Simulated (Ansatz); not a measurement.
C$_{3}$H$_{8}$Cl$_{3}$NSn, SMILES `CC(C)[NH][Sn]([Cl])([Cl])[Cl]`, relaxed with RKS PBE-D4/def2-SVP in the Gaussian-basis code of Ansatz from a rough embedded geometry. The force threshold is 0.03 eV/Å; the program also tests the step.

The species carries charge 0 and has multiplicity 1. Sn: def2 effective core potential.

Start:

```xyz
16

C     0.085    0.815   -1.375
C     0.380    0.463    0.103
C     1.792    0.914    0.406
N     0.276   -0.909    0.323
Sn   -1.708   -1.577    0.467
Cl   -3.056    0.156    1.391
Cl   -2.501   -2.104   -1.668
Cl   -1.866   -3.429    1.856
H     0.180    1.884   -1.530
H     0.673    0.195   -2.026
H    -1.032    0.548   -1.542
H    -0.314    1.050    0.778
H     2.501    0.361   -0.214
H     1.883    2.024    0.236
H     2.063    0.768    1.475
H     0.645   -1.160    1.320
```

```csv
step,energy (eV),largest force (eV/Å),largest move (Å)
1,-48097.8686,3.974,0.000
2,-48098.1861,1.528,0.140
3,-48098.2473,0.520,0.076
4,-48098.2563,0.160,0.039
5,-48098.2584,0.077,0.044
6,-48098.2604,0.124,0.052
7,-48098.2621,0.197,0.100
8,-48098.2641,0.132,0.070
9,-48098.2661,0.124,0.154
10,-48098.2681,0.099,0.029
11,-48098.2695,0.053,0.035
12,-48098.2712,0.044,0.070
13,-48098.2717,0.056,0.068
14,-48098.2722,0.038,0.021
15,-48098.2724,0.023,0.025
```

End:

```xyz
16

C    -0.118    0.900   -1.180
C     0.429    0.584    0.213
C     1.937    0.846    0.310
N     0.201   -0.840    0.527
Sn   -1.703   -1.589    0.377
Cl   -3.404    0.010    0.800
Cl   -2.113   -2.446   -1.773
Cl   -1.869   -3.358    1.925
H     0.113    1.946   -1.464
H     0.320    0.219   -1.938
H    -1.224    0.799   -1.214
H    -0.084    1.259    0.941
H     2.487    0.213   -0.416
H     2.160    1.911    0.096
H     2.321    0.620    1.326
H     0.546   -1.075    1.470
```

Run time 13 s (4 threads of an AMD EPYC 7R13 on a shared host and a share of an NVIDIA H100 80 GB); peak host memory 0.85 GiB.
